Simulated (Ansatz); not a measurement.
`C[SiH](Cl)[SiH2]F` + H₂ → `C[SiH2][SiH2]F` + HCl at 400 K and 1 bar (hydrogenolysis of the Si–Cl bond).

Computed with Ansatz on PBE0-D4/def2-TZVP structures; ΔE is electronic, products minus reactants. CCSD(T)/CBS is the MP2 limit (def2-TZVPP, def2-QZVPP) plus CCSD(T) − MP2 in def2-TZVPP, frozen cores. This one scheme is used for every species. Each species was taken in one conformer, which may not be the lowest.

```tsv
species	CCSD(T)/CBS energy (Eh)	H − E (kJ/mol)	S (J/(mol·K))
`C[SiH](Cl)[SiH2]F`	-1179.51308	215.6	423.2
H₂	-1.17544	38.0	139.0
`C[SiH2][SiH2]F`	-720.27653	227.3	386.6
HCl	-460.38127	29.6	195.4
```

H − E and S are ideal-gas, rigid-rotor, harmonic terms from PBE0-D4/def2-TZVP, for one conformer and one mirror image of each species. For small species the MP2-based limit differs from directly extrapolated CCSD(T) by up to some mEh (0.8 for H₂); such offsets cancel only in part. 1 Eh = 2625.50 kJ/mol, R = 8.31446 J/(mol·K).

Task: By hand: ΔE, ΔH, ΔS and ΔG.

Result: ΔE = (-720.27653) + (-460.38127) − (-1179.51308) − (-1.17544) = 0.03072 Eh = 80.7 kJ/mol. Δ(H − E) = 227.3 + 29.6 − 215.6 − 38.0 = 3.3, so ΔH = 84.0 kJ/mol. ΔS = 386.6 + 195.4 − 423.2 − 139.0 = 19.8 J/(mol·K). ΔG = 84.0 − 400 × (19.8)/1000 = 76.1 kJ/mol.

Task: By hand: the equilibrium constant, and the temperature at which ΔG would vanish if ΔH and ΔS stayed fixed.

Result: log₁₀ K = −ΔG/(RT ln 10) = -9.9. ΔG = 0 at ΔH/ΔS = 4242 K, far beyond where these terms or the molecules hold.

ΔH outweighs TΔS. A doubt of 5 kJ/mol in ΔE shifts log₁₀ K by 0.7 here. Other conformers and mirror images would add mixing entropy, several J/(mol·K) or more a flexible species. Modes under 60 cm⁻¹, often nearly free rotors, make the harmonic entropy too high. These are equilibria of isolated gas molecules and say nothing of rates. Largest T1 diagnostic: 0.012 (customary marks: 0.02 for closed shells, 0.045 for open ones).
